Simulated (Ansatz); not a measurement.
Consider the cleavage of the Si–Si bond: `O[SiH](O)[SiH2]Cl` + `O[Si](O)(F)F` → `O[SiH](O)O[Si](O)(F)F` + `[SiH3]Cl`.

Gas-phase electronic energies from Ansatz, PBE0-D4/def2-TZVP geometries. CCSD(T)/CBS adds triple-zeta CCSD(T) − MP2 to the extrapolated MP2 energy (def2 sets, frozen cores). This one scheme is used for every species. Functionals use def2-TZVPP. B3LYP here is the variant with VWN-RPA as its local correlation; programs differ in this. One conformer a species, not always the lowest.

```json
{"level": "PBE-D4", "ΔE (kJ/mol)": "-134.1", "difference from CCSD(T)/CBS": "27.1"}
{"level": "r2SCAN-D4", "ΔE (kJ/mol)": "-156.9", "difference from CCSD(T)/CBS": "4.3"}
{"level": "ωB97X-V", "ΔE (kJ/mol)": "-157.5", "difference from CCSD(T)/CBS": "3.7"}
{"level": "B2PLYP", "ΔE (kJ/mol)": "-163.0", "difference from CCSD(T)/CBS": "-1.8"}
{"level": "PBE", "ΔE (kJ/mol)": "-132.2", "difference from CCSD(T)/CBS": "29.0"}
{"level": "r2SCAN", "ΔE (kJ/mol)": "-156.2", "difference from CCSD(T)/CBS": "5.0"}
{"level": "PBE0", "ΔE (kJ/mol)": "-142.9", "difference from CCSD(T)/CBS": "18.3"}
{"level": "B3LYP", "ΔE (kJ/mol)": "-156.5", "difference from CCSD(T)/CBS": "4.7"}
{"level": "HF/def2-TZVPP", "ΔE (kJ/mol)": "-182.1", "difference from CCSD(T)/CBS": "-20.9"}
{"level": "CCSD/def2-TZVPP", "ΔE (kJ/mol)": "-166.5", "difference from CCSD(T)/CBS": "-5.3"}
{"level": "CCSD(T)/def2-TZVPP", "ΔE (kJ/mol)": "-164.0", "difference from CCSD(T)/CBS": "-2.8"}
{"level": "MP2/def2-QZVPP", "ΔE (kJ/mol)": "-167.5", "difference from CCSD(T)/CBS": "-6.3"}
{"level": "SCS-MP2/def2-QZVPP", "ΔE (kJ/mol)": "-169.3", "difference from CCSD(T)/CBS": "-8.1"}
{"level": "HF/CBS(def2)", "ΔE (kJ/mol)": "-184.8", "difference from CCSD(T)/CBS": "-23.6"}
{"level": "MP2/CBS(def2)", "ΔE (kJ/mol)": "-165.5", "difference from CCSD(T)/CBS": "-4.3"}
{"level": "CCSD/CBS(def2)", "ΔE (kJ/mol)": "-163.8", "difference from CCSD(T)/CBS": "-2.6"}
{"level": "CCSD(T)/CBS", "ΔE (kJ/mol)": "-161.2", "difference from CCSD(T)/CBS": "0"}
```

Largest T1 diagnostic among the species: 0.012.

In def2-TZVPP, CCSD(T) changes the Hartree–Fock value by +18.1 kJ/mol (the triples alone add +2.6 kJ/mol) and MP2 by +13.9 kJ/mol. From PBE to PBE0 (25 % exact exchange), in def2-TZVPP and without D4, ΔE moves by −10.7 kJ/mol.
